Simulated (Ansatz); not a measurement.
Ansatz (a program for electronic structure) input (CCSD(T,core; 1s of Na to Cl frozen)/cc-pwCVTZ):
A basis named .json is the Basis Set Exchange file of that set.

Ansatz 0.2 input:
```yaml
crystal:
  periodic: [false, false, false]
  atoms:
    - {symbol: C, position_ang: [-1.78609132, 1.30561807, 0.41318106]}
    - {symbol: Si, position_ang: [-1.28160922, -0.22637427, -0.70504320]}
    - {symbol: C, position_ang: [-2.09362740, -1.65222381, 0.38964133]}
    - {symbol: Si, position_ang: [0.84844011, -0.53972923, 0.28796730]}
    - {symbol: Cl, position_ang: [2.31483519, 0.94675172, -0.25540767]}
    - {symbol: H, position_ang: [-2.84030861, 1.54976532, 0.23797338]}
    - {symbol: H, position_ang: [-1.20279778, 2.19054312, 0.14131112]}
    - {symbol: H, position_ang: [-1.66003324, 1.13510509, 1.48928809]}
    - {symbol: H, position_ang: [-3.17863774, -1.63177667, 0.23495478]}
    - {symbol: H, position_ang: [-1.91721976, -1.55840798, 1.46860978]}
    - {symbol: H, position_ang: [-1.74891431, -2.64259132, 0.07475688]}
    - {symbol: H, position_ang: [1.55805874, -1.81329042, -0.07473294]}
    - {symbol: H, position_ang: [0.98033453, -0.51904324, 1.79189743]}
basis:
  gaussian:
    orbitals: cc-pwCVTZ.json
total_charge: -1
magnetization: {spin_polarized: false}
correlation: {method: ccsd_t, frozen_orbitals: {C: 0, Cl: 1, H: 0, Si: 1}}
```

End of the output:

```
3 core orbitals not correlated
reference -30419.23702717 eV, -1117.8863418491 hartree; 30, 30 occupied and 342, 342 virtual orbitals, 2139 factors
second order -46.22638019 eV of doubles, -0.00000000 eV of singles
coupled cluster: 39.61 GiB planned
cycle   1  -47.37059450 eV  change    -1.1e0 eV  update   1.1e-1
cycle   2  -48.09566160 eV  change   -7.3e-1 eV  update   3.1e-2
cycle   3  -48.19493748 eV  change   -9.9e-2 eV  update   1.5e-2
cycle   4  -48.17597064 eV  change    1.9e-2 eV  update   4.2e-3
cycle   5  -48.17404650 eV  change    1.9e-3 eV  update   2.0e-3
cycle   6  -48.17509859 eV  change   -1.1e-3 eV  update   6.5e-4
cycle   7  -48.17476656 eV  change    3.3e-4 eV  update   2.6e-4
cycle   8  -48.17467680 eV  change    9.0e-5 eV  update   1.0e-4
cycle   9  -48.17473410 eV  change   -5.7e-5 eV  update   4.3e-5
perturbative correction -1.28540142 eV, -0.0472376309 hartree
Total energy: -30468.69716269 eV, -1119.7039683041 hartree
```

It need not be the lowest isomer of its formula. Whether it binds its extra electron was not tested at this geometry.
